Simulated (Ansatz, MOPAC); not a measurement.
Donor–acceptor adduct: BH3 (SMILES B) (first 4 atoms) with PH3 (SMILES P); geometry from B3LYP-D3(BJ)/def2-TZVP, rigid monomers moved along the line of their centres of mass till B1···P5 is 2.22 Å.
(charge 0, multiplicity 1):
```xyz
8

B     -0.03035    -0.07736     0.67211
H      1.09673    -0.42107     0.41766
H     -0.84164    -0.96881     0.65524
H     -0.38373     0.93204     0.11589
P      0.06709     0.50604     2.81100
H     -1.11293     0.96384     3.42410
H      0.45804    -0.47117     3.74380
H      0.94314     1.54545     3.17165
```

Counterpoise-corrected where a basis set is named; no monomer relaxation.

The state that PM3, PM7 reach isn't checked; PM7 holds dispersion and hydrogen-bond terms.

The values were computed with Ansatz (a program for electronic structure) with Gaussian orbitals; MOPAC for PM3, PM7 (differences of heats of formation). Each number belongs to the level named beside it.

Task: Estimate the interaction energy that PM3 returns for this input.

Result: -232 kJ/mol
